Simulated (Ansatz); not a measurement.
Calculated with Ansatz (gas phase, PBE0-D4/def2-TZVP geometries, no zero-point term in ΔE). CBS: MP2 limit from def2 TZ/QZ plus the TZ coupled-cluster correction, frozen cores. DFT in def2-TZVPP. Each species was taken in one conformer, which may not be the lowest.

Consider the formal exchange of groups at a C–S bond: `CO[Si](F)(Cl)SC` + `CN1B[SiH2]1` → `CN1B[SiH]1C` + `CO[Si](F)(S)Cl`.

`CO[Si](F)(Cl)SC`:

```xyz
13

C    -1.898   -0.146    1.755
O    -1.781    0.349    0.432
Si   -0.409    0.603   -0.371
F     0.524    1.637    0.400
Cl   -0.885    1.497   -2.131
S     0.633   -1.202   -0.618
C     2.176   -0.558   -1.334
H    -1.518    0.584    2.475
H    -2.956   -0.320    1.950
H    -1.353   -1.086    1.877
H     2.662    0.136   -0.650
H     1.984   -0.074   -2.291
H     2.822   -1.420   -1.493
```

`CN1B[SiH2]1`:

Z-matrix (Å, degrees):
```
C
N 1 1.438
H 1 1.093 2 110.5
H 1 1.093 2 110.5 3 -119.1
H 1 1.092 2 110.5 3 120.4
B 2 1.375 1 139.2 3 -120.0
Si 2 1.759 1 146.2 3 60.0
H 6 1.189 2 135.8 1 -0.0
H 7 1.487 2 114.9 1 64.0
H 7 1.487 2 114.9 1 -64.0
```

`CN1B[SiH]1C`:

Z-matrix (Å, degrees):
```
C
N 1 1.438
H 1 1.093 2 110.6
H 1 1.094 2 110.5 3 -119.2
H 1 1.093 2 110.6 3 120.4
B 2 1.379 1 138.5 3 -121.4
Si 2 1.759 1 147.1 3 59.6
H 6 1.190 2 134.6 1 0.8
C 7 1.868 2 117.0 1 -64.2
H 7 1.491 2 113.7 1 64.9
H 9 1.092 7 110.9 2 -44.8
H 9 1.093 7 111.4 2 76.6
H 9 1.094 7 110.0 2 -164.3
```

`CO[Si](F)(S)Cl`:

Cartesian coordinates in Å:
```
C -1.468 -0.617 -0.569
O -0.816 -0.214 0.621
Si 0.734 0.191 0.771
F 0.991 0.370 2.318
S 1.100 1.972 -0.298
Cl 1.980 -1.294 0.139
H -1.347 0.131 -1.358
H -2.528 -0.729 -0.343
H -1.073 -1.574 -0.921
H 2.426 1.764 -0.361
```

```csv
level,ΔE (kJ/mol)
ωB97X-V,-53.6
MP2/def2-QZVPP,-57.1
```

Task: What does CCSD(T)/CBS give? (Best estimate.)

Result: Ansatz gave: -55.5 kJ/mol. The listed levels differ from it by 1.9, -1.6 kJ/mol.

Largest T1 diagnostic among the species: 0.014.

In def2-TZVPP, CCSD(T) changes the Hartree–Fock value by −3.4 kJ/mol (the triples alone add +0.8 kJ/mol) and MP2 by −4.5 kJ/mol.
